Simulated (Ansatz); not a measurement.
A CCSD(T) single point on CH$_{6}$BNSi, SMILES `C=NB[SiH3]`.

```yaml
crystal:
  periodic: [false, false, false]
  atoms:
    - {symbol: C, position_ang: [-0.451663, 1.901357, -1.026825]}
    - {symbol: N, position_ang: [-0.539584, 0.705727, -0.696688]}
    - {symbol: B, position_ang: [-0.603945, -0.581686, -0.315687]}
    - {symbol: Si, position_ang: [0.729228, -1.274528, 1.029797]}
    - {symbol: H, position_ang: [0.166551, 2.211982, -1.872339]}
    - {symbol: H, position_ang: [-0.991404, 2.680575, -0.483618]}
    - {symbol: H, position_ang: [-1.456481, -1.276792, -0.791575]}
    - {symbol: H, position_ang: [1.515733, -2.402255, 0.453407]}
    - {symbol: H, position_ang: [0.029100, -1.795963, 2.238323]}
    - {symbol: H, position_ang: [1.685567, -0.219515, 1.468006]}
basis:
  gaussian: {orbitals: def2-SVP}
correlation: {method: ccsd_t}
```

```sh
$ ansatz run in.yaml --threads 2 --pin off --events-out ev --progress --plain --max-ram 4352MiB
```

Log, shortened:

```
Functional definition: HF
905 factors; integrals over basis functions are off by at most 1.1e-3 eV
mean field evaluation 1: about -11133.3841 eV, gradient 2.6e1 eV
mean field evaluation 2: about -11133.4511 eV, gradient 2.6e1 eV
mean field evaluation 4: about -11135.7007 eV, gradient 4.0e0 eV
mean field evaluation 8: about -11135.7628 eV, gradient 2.0e-1 eV
mean field -11135.76320135 eV, -409.2317495581 hartree, gradient 1.6e-6 eV, S^2 0.000000; 0 other end points of the search recorded, 0 dependent functions left out
8 core orbitals not correlated: weight in the atoms' cores, before any rotation towards them, 1.000 or more for the frozen orbitals, at most 0.000 for the correlated occupied ones
reference -11135.76320135 eV, -409.2317495581 hartree; 11, 11 occupied and 71, 71 virtual orbitals, 905 factors
second order -13.13623803 eV of doubles, -0.00000000 eV of singles
cycle   1  -13.95912061 eV  change   -8.2e-1 eV  update   1.0e-1
cycle   2  -14.47924190 eV  change   -5.2e-1 eV  update   3.4e-2
cycle   3  -14.58467504 eV  change   -1.1e-1 eV  update   1.9e-2
cycle   4  -14.57827532 eV  change    6.4e-3 eV  update   6.5e-3
cycle   5  -14.57973322 eV  change   -1.5e-3 eV  update   2.9e-3
cycle   6  -14.57964443 eV  change    8.9e-5 eV  update   9.3e-4
cycle   7  -14.57925179 eV  change    3.9e-4 eV  update   3.6e-4
cycle   8  -14.57934369 eV  change   -9.2e-5 eV  update   1.3e-4
cycle   9  -14.57934243 eV  change    1.3e-6 eV  update   3.8e-5
cycle  10  -14.57931522 eV  change    2.7e-5 eV  update   1.7e-5
perturbative correction -0.50999398 eV, -0.0187419332 hartree
Total energy: -11150.85251055 eV, -409.7862714433 hartree
```

Run time 5.5 s (2 threads of an Intel Xeon Platinum 8259CL on a shared host); peak host memory 0.4 GiB.

Correlation energy per correlated electron: -0.686 eV. T1 diagnostic: 0.0173.
